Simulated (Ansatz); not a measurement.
`C=[C]([SiH3])[InH2]` and `C#CC(=C)[SiH3]` differ in one atom or group.

Ansatz, PBE0-D4/def2-TZVP geometries, multiplicity 1. 

Elements past krypton have def2 core potentials.

```tsv
property	`C=[C]([SiH3])[InH2]`
LUMO energy (B3LYP/def2-TZVPP) / eV	-2.17
HOMO–LUMO gap (PBE0/def2-TZVPP) / eV	5.39
HOMO–LUMO gap (ωB97M-V/def2-TZVPP) / eV	9.05
size of the dipole moment (PBE/def2-TZVPP) / D	0.72
HOMO energy (B3LYP/def2-TZVPP) / eV	-7.11
LUMO energy (ωB97M-V/def2-TZVPP) / eV	-0.35
```

**Question.** Give the same properties after the change, and the shifts. (An estimate is asked.)

**Answer.** Ansatz gave: 
```
                                      property  `C#CC(=C)[SiH3]`  shift
           LUMO energy (B3LYP/def2-TZVPP) / eV             -1.46   0.71
          HOMO–LUMO gap (PBE0/def2-TZVPP) / eV              6.04   0.65
       HOMO–LUMO gap (ωB97M-V/def2-TZVPP) / eV             10.23   1.18
size of the dipole moment (PBE/def2-TZVPP) / D              0.47  -0.25
           HOMO energy (B3LYP/def2-TZVPP) / eV             -7.09   0.02
         LUMO energy (ωB97M-V/def2-TZVPP) / eV              0.80   1.15
```

Dipoles are sizes alone; their direction can turn.

B3LYP here is the variant with VWN-RPA as its local correlation; programs differ in this.
